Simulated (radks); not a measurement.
Effect of the nuclear size on neutral iridium, [Xe] 4f14 5d7 6s2. Calculated with a radial shooting solver on a logarithmic mesh with Libxc functionals: Dirac Kohn-Sham, exchange-only LDA, spin-unpolarised, spherical densities, finite nucleus; open shells fill j = l - 1/2 first; Fermi nuclear charge, rms radius 5.4032 fm. The rms radius is varied about that value; shifts are against it.

\begin{tabular}{lrrrrrrrrr}
rms radius (fm) & total energy shift (eV) & density at nucleus (e/bohr^3) & 1s1/2 shift (meV) & 2s1/2 shift (meV) & 4p1/2 shift (meV) & 5s1/2 shift (meV) & 5p1/2 shift (meV) & 6s1/2 shift (meV) & 6p1/2 (empty) shift (meV) \\ \hline
4.3442 & -28.5 & 1.969e+06 & -11500 & -1660 & -0.666 & -17.0 & 0.740 & -1.11 & 0.337 \\
5.0088 & -11.1 & 1.866e+06 & -4450 & -645 & -0.262 & -6.60 & 0.287 & -0.431 & 0.131 \\
5.4032 & 0 & 1.813e+06 & 0.000 & 0.000 & 0.000 & 0.000 & 0.000 & 0.000 & 0.000 \\
5.6031 & 5.80 & 1.789e+06 & 2340 & 338 & 0.139 & 3.46 & -0.150 & 0.226 & -0.069 \\
6.4622 & 32.2 & 1.694e+06 & 13000 & 1880 & 0.784 & 19.2 & -0.831 & 1.25 & -0.381 \\
\end{tabular}

Slopes of the eigenvalues against <r^2> in GHz/fm^2, as finite differences over the two radii next to the reference (eigenvalue slopes, not the field-shift constants of lines): 1s1/2 260000, 2s1/2 37700, 4p1/2 15.4, 5s1/2 386, 5p1/2 -16.7, 6s1/2 25.2, 6p1/2 (empty) -7.65.
